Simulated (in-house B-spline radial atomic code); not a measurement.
## Binding energies in Tm⁸⁺

NIST's tabulated ground configuration is [Kr] 4d10 4f11 5s2 5p2; each binding energy is the energy of the ion with one electron taken from that subshell, relaxed, less that of the parent. Computed with an all-electron radial atomic-structure program (B-spline basis): Dirac-Hartree-Fock, average of configuration, Fermi nucleus of rms radius 5.2256 fm. Energies include first-order Breit, QED and recoil terms.

| subshell | X-ray name | binding energy (eV) | -ε (eV) | relaxation (eV) |
| --- | --- | --- | --- | --- |
| 1s | K | 59529.4 | 59884.8 | 78.8 |
| 2s | L1 | 10264 | 10341.9 | 44.8 |
| 3s | M1 | 2454.1 | 2483.8 | 23.1 |
| 3d3/2 | M4 | 1655 | 1682.3 | 25.1 |
| 3d5/2 | M5 | 1610.7 | 1636.7 | 24.6 |
| 4s | N1 | 614.2 | 623.2 | 7.6 |
| 4d3/2 | N4 | 329.3 | 335.8 | 6.1 |
| 4d5/2 | N5 | 320.8 | 326.8 | 5.9 |
| 5s | O1 | 176.3 | 177.3 | 0.7 |
| 5p | O2,3 | 145.4 | 146.0 | 0.5 |
| 4f | N6,7 | 140.6 | 145.0 | 4.6 |

Relaxation = -ε minus the binding energy without Breit, QED and recoil terms.

**Question.** What does it cost to remove both a 3s and a 3d5/2 electron?

**Answer.** 4129 eV, which is 64.19 eV more than the two single binding energies together.

**Question.** What does it cost to remove two 1s electrons?

**Answer.** 120320 eV, which is 1258 eV more than the two single binding energies together.
